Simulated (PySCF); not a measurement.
Bonds (- single, = double, # triple, : aromatic): B1-C2 1.567 Å, C2-C3 1.452 Å, C3#C4 1.211 Å. B1 carries H5, H6; C2 carries H7, H8; C4 carries H9.

Geometry: PBE0-D3(BJ)/def2-SVP; GIAO shifts from PySCF, gas phase, non-relativistic, averaged over equivalent atoms.

At PBE0/6-31G (46 basis functions, 2.5 s wall time on 1 thread of an Arm Neoverse V1, shared host):
```json
{"atoms": "B1", "δ (ppm)": "83.2"}
{"atoms": "C3", "δ (ppm)": "78.9"}
{"atoms": "C4", "δ (ppm)": "66.6"}
{"atoms": "C2", "δ (ppm)": "24.2"}
{"atoms": "H5/H6", "δ (ppm)": "8.69"}
{"atoms": "H7/H8", "δ (ppm)": "2.75"}
{"atoms": "H9", "δ (ppm)": "2.02"}
```

Shifts are taken against calculated references (same method and geometry level): $^{11}$B (σref 113.16) against BF3·OEt2; $^{13}$C (σref 199.54), $^{1}$H (σref 32.61) against TMS.

What do these become at KT3/pcSseg-2?

Answers


```csv
atoms,δ at KT3/pcSseg-2,change
B1,85.2,+2.0
C3,78.7,-0.2
C4,62.0,-4.6
C2,24.8,+0.6
H5/H6,7.31,-1.38
H7/H8,2.91,+0.16
H9,1.74,-0.28
```

References, each an isolated molecule treated in the same way: $^{11}$B (98.64 ppm) against BF3·OEt2; TMS for $^{13}$C (181.31 ppm), $^{1}$H (31.35 ppm).

The largest change is at C4 (terminal alkyne carbon). Cost: 214 basis functions, 19 s wall time on 1 thread of an Arm Neoverse V1, shared host. The order of the carbon signals is the same at both levels.

A carbon bonded to boron is broadened by the quadrupolar boron nucleus and is often missing from a measured spectrum.
